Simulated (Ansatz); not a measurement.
Ansatz (a quantum-chemistry and plane-wave program) job for phosphoric acid (H3O4P), SMILES O=P(O)(O)O, PBE/def2-SVPD. Coordinates come from a B3LYP-D3(BJ)/def2-SVP optimisation. The values are those of a single conformer.

Ansatz 0.2 input:
```yaml
crystal:
  periodic: [false, false, false]
  atoms:
    - {symbol: O, position_ang: [-0.76994078, 1.22144926, 0.59748622]}
    - {symbol: P, position_ang: [0.00000000, -0.00000001, -0.11920942]}
    - {symbol: O, position_ang: [0.00000002, -0.00000005, -1.59957426]}
    - {symbol: O, position_ang: [1.44277644, 0.05606367, 0.59748628]}
    - {symbol: O, position_ang: [-0.67283569, -1.27751287, 0.59748629]}
    - {symbol: H, position_ang: [-1.54362647, 1.49262922, 0.08168825]}
    - {symbol: H, position_ang: [2.06446805, 0.59050513, 0.08168832]}
    - {symbol: H, position_ang: [-0.52084160, -2.08313434, 0.08168837]}
basis:
  gaussian:
    orbitals: def2-SVPD
hamiltonian:
  xc: {name: PBE}
```

It prints:

```
Functional definition: PBE
integrals: 0.07 GiB planned
1165 factors; their error is unknown
mean field: 0.48 GiB planned
mean field evaluation 1: about -17489.9000 eV, gradient 1.0e2 eV
mean field evaluation 2: about -17433.6045 eV, gradient 1.9e2 eV
mean field evaluation 4: about -17506.9507 eV, gradient 1.9e1 eV
mean field evaluation 8: about -17507.5547 eV, gradient 1.1e-1 eV
mean field evaluation 16: about -17507.5053 eV, gradient 8.4e-5 eV
mean field -17507.50529209 eV, -643.3889524709 hartree, gradient 8.4e-5 eV, S^2 0.000000; 0 other end points of the search recorded, 0 dependent functions left out
reference -17507.50534050 eV, -643.3889542501 hartree; 25, 25 occupied and 115, 115 virtual orbitals, 1165 factors
Total energy: -17507.50534050 eV, -643.3889542501 hartree
```

The calculation finished and met its thresholds.
